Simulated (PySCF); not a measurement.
## Telling isomers of C$_{7}$H$_{7}$F apart by NMR

No solvent, one averaged value for each set of equivalent atoms, single conformer, non-relativistic. J: B3LYP/pcJ-1 (spin–dipole term left out of most H,H and C,H couplings); structure optimised with GFN2-xTB; GIAO PBE0/pcSseg-1 shieldings; PySCF.

References, each an isolated molecule treated in the same way: 1H (31.72 ppm), 13C (186.93 ppm) vs TMS. Multiplet labels drop J under 1 Hz and among equivalent protons, and merge close values. Unscaled 3J(H,H) run several per cent high. Splittings of carbon signals by F and P are missing where no couplings were computed. Where no couplings were computed, multiplicities follow the n + 1 count of equivalent neighbours, and m marks all less simple cases (inequivalent or close neighbours, rings, F or P nearby). One-bond C–F couplings are unscaled and too large by tens of Hz. Shifts are as computed. Against solution values, carbons near 30 ppm lie about +3 ppm off and those near 130 ppm about +5 ppm. Of 1309 compounds with measured shifts, 239 miss one by over three times the rms of a fit or turn the order of signals round; such compounds aren't used in these exercises.

(1) Tabulate the signals of `CC#CC1=C(CF)C1`, `C#C[C@]1(CF)[C@@H]2C[C@@H]21`, `C=C(F)C(=C)C#CC` and their relative energies.

(2) What is the quickest way to tell CC#CC1=C(CF)C1 from C#C[C@]1(CF)[C@@H]2C[C@@H]21?

(3) What is the quickest way to tell CC#CC1=C(CF)C1 from C=C(F)C(=C)C#CC?

(4) What is the quickest way to tell C#C[C@]1(CF)[C@@H]2C[C@@H]21 from C=C(F)C(=C)C#CC?

Answers

(1) 
| SMILES | carbon types | δC | δH | E rel. (kcal/mol) |
| --- | --- | --- | --- | --- |
| CC#CC1=C(CF)C1 | 4×C 2×CH2 1×CH3 | 123.5, 113.7, 104.5, 86.8, 74.9, 15.8, 6.8 | 5.94 (m, 2H), 2.41 (s, 3H), 1.31 (s, 2H) | 29.6 |
| C#C[C@]1(CF)[C@@H]2C[C@@H]21 | 2×C 3×CH 2×CH2 | 86.3, 84.3, 76.2, 41.9, 24.6, 10.3 | 4.89 (m, 2H), 2.16 (m, 2H), 1.33 (m, 1H), 1.30 (m, 1H), 1.27 (s, 1H) | 32.0 |
| C=C(F)C(=C)C#CC | 4×C 2×CH2 1×CH3 | 173.2, 130.3, 130.2, 101.1, 98.2, 82.8, 5.5 | 6.13 (dd, 1H), 5.92 (d of d of quint, 1H), 5.33 (ddd, 1H), 5.15 (m, 1H), 2.21 (d, 3H) | 0.0 |

Energies are electronic energies at PBE0/pcSseg-1 on these geometries, without zero-point or thermal terms, each for the one conformer computed, which needn't be the lowest.

(2) Count the carbon signals: 7 against 6. The first has a propargylic methyl carbon (CH3) at 6.8 ppm, the second a terminal alkyne carbon (CH) at 76.2 ppm. Their most deshielded carbons lie at 123.5 and 86.3 ppm. In the proton spectra the most deshielded non-exchanging signals are 5.94 (m, 2H) and 4.89 (m, 2H).

(3) Both give the same number of carbon signals, with the same numbers of each carbon type, so the positions decide. The first has a three-membered-ring carbon (CH2) at 15.8 ppm, the second a fully substituted alkene carbon (C) at 173.2 ppm. Their most deshielded carbons lie at 123.5 and 173.2 ppm.

(4) Count the carbon signals: 6 against 7. The first has a terminal alkyne carbon (CH) at 76.2 ppm, the second a fully substituted alkene carbon (C) at 173.2 ppm. Their most deshielded carbons lie at 86.3 and 173.2 ppm. In the proton spectra the most deshielded non-exchanging signals are 4.89 (m, 2H) and 6.13 (dd, J = 3.7, 1.1 Hz, 1H).
